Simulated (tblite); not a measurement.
Species: 2-(trifluoroacetyl)thiophene, C6H3F3OS.
Structure used (GFN2-xTB), in Å, numbered top down from 1:
```xyz
14
C6H3F3OS angstrom
O     -1.7793    1.9905    0.2706
C     -1.3165    0.8765    0.3106
C      0.0756    0.5341    0.2735
C      0.6973   -0.6995    0.3165
C      2.0895   -0.5980    0.2567
C      2.5171    0.6997    0.1682
S      1.2387    1.8239    0.1568
C     -2.2728   -0.3501    0.4093
F     -3.5485    0.0154    0.4544
F     -2.0288   -1.0861    1.5080
F     -2.1291   -1.1757   -0.6424
H      0.1725   -1.6343    0.3887
H      2.7529   -1.4435    0.2775
H      3.5306    1.0467    0.1093
```

Computed with GFN2-xTB (tblite): harmonic, unscaled wavenumbers at the GFN2-xTB geometry, gas phase. Errors from tens to a few hundred cm⁻¹ against measured bands are possible. One conformer, not necessarily the lowest.

Harmonic wavenumbers (cm⁻¹): 49.2, 60.9, 117.1, 138.3, 200.0, 231.6, 283.1, 360.9, 416.1, 453.2, 463.6, 533.0, 538.4, 635.1, 699.8, 701.6, 738.1, 759.6, 829.1, 832.8, 861.1, 870.9, 1049.1, 1073.7, 1092.2, 1097.3, 1149.4, 1193.0, 1225.4, 1361.4, 1412.2, 1514.1, 1730.7, 3137.5, 3148.6, 3159.9.

A = 2034, B = 666.4, C = 550.1 MHz; mass 179.986 u (most abundant isotopes); point group Cs, symmetry number 1.

**Question.** What is the zero-point energy?

**Answer.** ½Σν̃ = 17059 cm⁻¹ = 48.77 kcal/mol.

**Question.** Entropy at 298.15 K, 1 bar (ideal gas, RRHO, classical rotation)?

**Answer.** Translation 41.50, rotation 30.45, vibration 28.14: S = 100.1 cal/(mol K).

**Question.** And Cp and H(298.15 K) − H(0)?

**Answer.** Cp = 37.66 cal/(mol K), of which vibrations give 29.71 (their classical limit is 36 R = 71.5); H(298.15 K) − H(0) = 6.82 kcal/mol without the zero-point energy, 4.45 from vibrations.

**Question.** Blend soft modes into free rotors: weight 1/[1 + (100 cm⁻¹/ν̃)⁴] for the oscillator and the rest for a rotor with moment μB/(μ + B), μ = h/(8π²ν), B = 10⁻⁴⁴ kg m². What vibrational entropy results?

**Answer.** 25.77 cal/(mol K) in place of 28.14, which changes −T·S at 298.15 K by +0.71 kcal/mol.

**Question.** Which modes carry the vibrational entropy at 298.15 K?

**Answer.** 49.2 cm⁻¹: 4.85; 60.9 cm⁻¹: 4.43; 117.1 cm⁻¹: 3.15; 138.3 cm⁻¹: 2.83; 200.0 cm⁻¹: 2.13; 231.6 cm⁻¹: 1.87 cal/(mol K); the other 30 give 8.88 together.

**Question.** What must be added to the electronic energy to get the Gibbs energy at 298.15 K and 1 bar?

**Answer.** ZPE + [H(298.15 K) − H(0)] − T·S = 48.77 + 6.82 − 29.84 = 25.75 kcal/mol.

**Question.** How do the functions run with temperature in this model?

**Answer.** 
```csv
T (K),S (cal/(mol K)),Cp (cal/(mol K)),H − H(0) (kcal/mol),G − H(0) (kcal/mol),ln q(vib)
100,71.5,18.1,1.28,-5.87,1.69
200,87.1,28.1,3.58,-13.83,4.18
300,100.3,37.8,6.89,-23.21,6.70
500,123.3,52.3,16.02,-45.64,11.66
800,150.6,63.4,33.59,-86.92,18.53
1000,165.3,67.5,46.70,-118.55,22.62
```

q(vib) and H(0) count from the zero-point level.

Hindered rotation and anharmonicity are outside this model. Other conformers, if any are populated, would add a mixing term that is left out.

On AMD EPYC 7B13, 2 threads (shared host), this took 0.66 s wall, 1.3 s CPU. This covers the Hessian and the dipole derivatives.
